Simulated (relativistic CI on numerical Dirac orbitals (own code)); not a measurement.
Radial Dirac CI calculation of Br31+.

Command:

```sh
python run_levels.py task.json out
```

Input:

```
atom Br  Z=35  charge=31  electrons=4
nucleus A=79  rms_radius_fm=4.1629
hamiltonian dirac-coulomb  breit=on  qed=on  c_scale=1
orbitals kli  potential=per-configuration
slater_scale 1
correlation none
mixing on
grid step=0.02 r_max=3.7
scf mixing=0.4 start=green max_iterations=150 tolerance=2e-08 node_fill=0.05
configurations
  [He] 2s2
  [He] 2s 2p
  [He] 2p2
end
```

Output:

```
SCF 1: [He] 2s2
 iter      energy (Ha)   residual   last orbital (Ha)
    1     -1501.819798   1.43e+00   -150.99167
    2     -1502.390131   8.57e-01   -145.27700
    3     -1502.711441   6.70e-03   -137.08736
    4     -1502.711368   6.84e-04   -137.07743
    5     -1502.711372   5.30e-06   -137.06995
    6     -1502.711372   5.88e-07   -137.07000
    7     -1502.711372   6.97e-09   -137.06999
SCF 2: [He] 2s 2p
 iter      energy (Ha)   residual   last orbital (Ha)
    1     -1497.835414   1.46e+00   -148.45482
    2     -1498.509309   8.70e-01   -141.91657
    3     -1498.887158   6.49e-03   -132.63212
    4     -1498.887138   3.94e-03   -132.61789
    5     -1498.887136   3.00e-05   -132.56860
    6     -1498.887136   1.06e-05   -132.56868
    7     -1498.887136   7.07e-09   -132.56870
SCF 3: [He] 2p2
 iter      energy (Ha)   residual   last orbital (Ha)
    1     -1492.792197   1.54e+00   -148.45482
    2     -1493.610176   9.15e-01   -141.55190
    3     -1494.064862   1.02e-02   -131.75837
    4     -1494.064980   1.45e-03   -131.75949
    5     -1494.064981   9.78e-06   -131.74535
    6     -1494.064981   2.18e-06   -131.74547
    7     -1494.064981   1.66e-08   -131.74546
orbital energies (Ha): 1s -581.6697  2s -137.0700
configuration averages (Ha): Dirac-Coulomb, Breit, QED
  2s2                          -1502.711372    0.679022    0.858446
  2s 2p                        -1498.887136    0.685964    0.809577
  2p2                          -1494.064981    0.701844    0.760547
levels: no., configuration, term, J, E (cm-1), weight
   1 2s2                    1S   0                0.0  0.97
   2 2s 2p                  3P*  0           489706.4  1.00
   3 2s 2p                  3P*  1           568629.4  0.91
   4 2s 2p                  3P*  2           939507.2  1.00
   5 2s 2p                  1P*  1          1305562.8  0.91
   6 2p2                    3P   0          1394128.7  0.83
   7 2p2                    3P   1          1728843.5  1.00
   8 2p2                    3P   2          1810902.6  0.50
   9 2p2                    1D   2          2238921.8  0.50
  10 2p2                    1S   0          2519065.2  0.81
lowest total energy -1501.496054 Ha
end: converged
```

Against the reference input this run has: grid step 0.02. The reference run ends at -1501.496097 Ha with Breit and QED terms.

Run time about 0.056 s of CPU on one thread of AMD EPYC 7R43 64-Core (shared host).
